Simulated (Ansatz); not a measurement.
Ideal-gas functions of F₂GeH₄SSi (`F[Si](F)(S)[GeH3]`) at 400 K and 1 bar, from an Ansatz frequency run at PBE0-D4/def2-TZVP.

Molar mass 174.79 g/mol, point group C1 (symmetry number 1), electronic degeneracy 1, moments of inertia 192.054, 454.945, 514.572 u Å². Harmonic wavenumbers (cm⁻¹, unscaled): 82, 96, 132, 170, 208, 217, 283, 402, 458, 470, 574, 749, 787, 868, 875, 884, 945, 2155, 2166, 2173, 2704.

Use S(trans) = R[1.5 ln M + 2.5 ln T − 1.1517]; rotational temperatures θ = 24.2544 K / I; S(rot) = R[ln(√π/σ · √(T³/θAθBθC)) + 1.5]; for each mode x = 1.438777 ν̃/T, S = R[x/(eˣ − 1) − ln(1 − e⁻ˣ)] and H = RT x/(eˣ − 1); 1 cm⁻¹ = 0.0119627 kJ/mol; R = 8.31446 J/(mol·K).

Question: By hand: the entropy, in J/(mol·K).

Answer: Translation 179.4. Rotation: θ = 0.1263, 0.0533, 0.0471 K, giving 125.4. Vibration, mode by mode: 18.50, 17.20, 14.59, 12.53, 10.92, 10.58, 8.52, 5.94, 5.04, 4.87, 3.62, 2.21, 1.98, 1.57, 1.54, 1.50, 1.26, 0.03, 0.03, 0.03, 0.01, in all 122.5. Electronic 0.0. Sum 427.3 J/(mol·K).

Question: By hand: H − E and G − E in kJ/mol, counted from the electronic energy.

Answer: Zero-point energy ½ × 17398 × 0.0119627 = 104.1; thermal vibration 25.1; translation, rotation and pV give 4 RT = 13.3. H − E = 142.5 kJ/mol, and G − E = 142.5 − 400 × 427.3/1000 = -28.4 kJ/mol.

Vibration gives 29 % of the entropy, 50.3 J/(mol·K) of it from the modes under 150 cm⁻¹: soft modes count most, and the harmonic formula is weakest for them. The sum counts one conformer and one mirror image; others add a mixing term.
